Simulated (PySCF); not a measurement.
Compound: potassium chloride, KCl.
SMILES with atom numbers: `[Cl:1][K:2]`

Cartesian coordinates in Å at the PBE0-D3(BJ)/def2-TZVP level; atoms count from 1:
```xyz
2
KCl angstrom
Cl     1.3440   -0.0451    0.0071
K     -1.3405    0.0142   -0.0194
```

Method: PySCF, PBE0-D3(BJ)/def2-TZVP geometry optimisation, gas phase.

Masses are those of the commonest isotopes; rigid-rotor values at the optimised geometry. 

What are the moment of inertia and the rotational constant?

I = 132.884 u·Å², B = 505379 MHz·u·Å²/I = 3803 MHz (0.1269 cm⁻¹, or 0.183 K as hB/k). For two atoms I = μr² with μ = 18.4292 u and r = 2.6852 Å.

List the first levels of a rigid rotor in a Σ state.

E(J) = BJ(J+1): J = 1: 0.254, J = 2: 0.761, J = 3: 1.522, J = 4: 2.537, J = 5: 3.806, J = 6: 5.328 cm⁻¹.

Where do the first rotational lines fall?

The dipole is 10.18 D; J+1 ← J lies at 2B(J+1): 1 ← 0 at 7.61 GHz, 2 ← 1 at 15.21 GHz, 3 ← 2 at 22.82 GHz, 4 ← 3 at 30.43 GHz, 5 ← 4 at 38.03 GHz, 6 ← 5 at 45.64 GHz.

Estimate the classical rotational partition function at 10 K, 50 K and 500 K.

Point group C∞v, symmetry number σ = 1; q = kT/(σhB), k/h = 20836.6 MHz/K: 54.8 at 10 K, 274 at 50 K, 2740 at 500 K.

No frequency check. These are rigid-rotor constants of the computed structure; measured ground-state constants (B0) also hold zero-point vibration.
